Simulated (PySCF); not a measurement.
Vertical excitations of a molecule C3H3Cl2F from TDDFT-B3LYP/def2-SVPD run with PySCF, as energy in eV (oscillator strength): 6.18 (0.001), 6.22 (0.002), 6.90 (0.001), 7.06 (0.021), 7.16 (0.011), 7.26 (0.055), 7.34 (0.011), 7.56 (0.003), 7.65 (0.060), 8.17 (0.003). Lowest triplet (TDA): 5.63 eV. Coordinates come from a B3LYP-D3(BJ)/def2-SVP optimisation. Other conformers were not sampled.

**Question.** Which structure fits?
(A) C/C(Cl)=C(\F)Cl
(B) CC(F)=C(Cl)Cl
(C) F[C@@H]1CC1(Cl)Cl

**Answer.** C, F[C@@H]1CC1(Cl)Cl
